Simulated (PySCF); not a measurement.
Polarisability and C₆ of As (arsenic, neutral)

[Ar] 3d10 4s2 4p3, high-spin 4S determinant. Computed with PySCF 2.14 in x2c-TZVPPall with one added diffuse shell each of s, p, d type (7s6p5d1f, 57 functions), with scalar relativity by spin-free X2C-1e. Coupled (time-dependent) response in atomic units; α is the mean over directions.

```
   method  mean α (bohr³)  C₆ (like pair)  S(−4)
      UHF           30.90           264.5  269.8
      PBE           33.44           287.1  359.8
     PBE0           32.03           273.3  313.9
   PBEsol           33.62           288.9  364.5
BHandHLYP           31.29           264.8  294.7
```

S(−4) is the Cauchy moment in α(ω) = α(0) + S(−4) ω² + …

Reference α: 30 ± 1 bohr³ (recommended; Schwerdtfeger and Nagle, table of static dipole polarizabilities (2023 update)). Published C₆: 246.0 (Chu and Dalgarno (2004); Tang, Norbeck and Certain (1976)).

α(iu) at PBE:

```
u (hartree)  α(iu) (bohr³)
          0          33.44
     0.0500          32.57
      0.100          30.29
      0.200          24.10
      0.300          18.46
      0.500          11.11
      0.750          6.554
       1.00          4.283
       1.50          2.250
       2.00          1.401
       3.00         0.7080
       5.00         0.2916
```
